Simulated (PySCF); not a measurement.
Changes within a family of molecules, several properties at once.

PySCF, B3LYP/def2-SVPD, density fitting, gas phase; each molecule at its own PBE0-D3(BJ)/def2-SVP geometry, one conformer. Singlet excitations by full TDDFT with frozen cores and triplets by Tamm–Dancoff TDDFT. 

Reference: `C=[CH][Sn]([F])([CH]=C)[CH]=C`, with HOMO energy -7.57 eV, LUMO energy -0.88 eV, lowest singlet excitation 5.60 eV, lowest triplet excitation 4.32 eV, mean polarisability 112.7 au and dipole moment 2.73 D.

Changes against it:

```json
{"molecule": "C=[CH][Sn]([Br])([CH]=C)[CH]=C", "Δ HOMO energy (eV)": "-0.03", "Δ LUMO energy (eV)": "-0.06", "Δ lowest singlet excitation (eV)": "-0.01", "Δ lowest triplet excitation (eV)": "-0.01", "Δ mean polarisability (au)": "+22.2", "Δ dipole moment (D)": "+0.04"}
{"molecule": "C=[CH][Sn]([CH]=C)([CH]=C)[N]=C=O", "Δ HOMO energy (eV)": "-0.09", "Δ LUMO energy (eV)": "-0.16", "Δ lowest singlet excitation (eV)": "-0.04", "Δ lowest triplet excitation (eV)": "-0.01", "Δ mean polarisability (au)": "+19.5", "Δ dipole moment (D)": "+1.62"}
{"molecule": "C=[CH][Sn]([I])([CH]=C)[CH]=C", "Δ HOMO energy (eV)": "+0.46", "Δ LUMO energy (eV)": "-0.26", "Δ lowest singlet excitation (eV)": "-0.63", "Δ lowest triplet excitation (eV)": "-0.01", "Δ mean polarisability (au)": "+37.0", "Δ dipole moment (D)": "-0.21"}
```

Rows whose labels were lost:

```tsv
row	Δ HOMO energy (eV)	Δ LUMO energy (eV)	Δ lowest singlet excitation (eV)	Δ lowest triplet excitation (eV)	Δ mean polarisability (au)	Δ dipole moment (D)
P	+1.59	0.00	-1.27	-0.33	+23.1	-1.98
Q	+0.49	+0.09	-0.15	-0.04	+35.3	-2.15
```

Problem. Which row belongs to which of `C=[CH][Sn]([SiH3])([CH]=C)[CH]=C` and `C=[CH][Sn]([CH]=C)([CH]=C)[NH]C`?

Solution. P = `C=[CH][Sn]([CH]=C)([CH]=C)[NH]C` and Q = `C=[CH][Sn]([SiH3])([CH]=C)[CH]=C`. P and Q are told apart most clearly by the mean polarisability (+23.1 against +35.3 au).
